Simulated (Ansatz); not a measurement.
One change: `O[SiH2][SiH2]CCl` becomes `N[SiH2]CCl`.

Ansatz, PBE0-D4/def2-TZVP geometries, multiplicity 1. Each molecule was computed in one conformer, which needn't be the lowest.

```tsv
property	`O[SiH2][SiH2]CCl`
LUMO energy (PBE/def2-TZVPP) / eV	-1.51
HOMO–LUMO gap (PBE/def2-TZVPP) / eV	5.00
HOMO–LUMO gap (B3LYP/def2-TZVPP) / eV	6.70
LUMO energy (PBE0/def2-TZVPP) / eV	-0.68
HOMO–LUMO gap (PBE0/def2-TZVPP) / eV	7.09
HOMO energy (ωB97M-V/def2-TZVPP) / eV	-9.86
```

(1) What does the change do to each property? (Estimate.)

Answers

(1) Computed: 
```
                             property  `N[SiH2]CCl`  shift
    LUMO energy (PBE/def2-TZVPP) / eV         -0.64   0.87
  HOMO–LUMO gap (PBE/def2-TZVPP) / eV          5.42   0.42
HOMO–LUMO gap (B3LYP/def2-TZVPP) / eV          7.31   0.61
   LUMO energy (PBE0/def2-TZVPP) / eV          0.34   1.02
 HOMO–LUMO gap (PBE0/def2-TZVPP) / eV          7.79   0.70
HOMO energy (ωB97M-V/def2-TZVPP) / eV         -9.77   0.09
```

With PBE0 the HOMO rises by 0.32 eV and the LUMO rises by 1.02 eV, so the gap widens by about 0.70 eV. PBE moves the HOMO by 0.45 eV and ωB97M-V by 0.09 eV. The zero-point energy changes by -13.7 kJ/mol with -6 modes.

B3LYP here is the variant with VWN-RPA as its local correlation; programs differ in this.
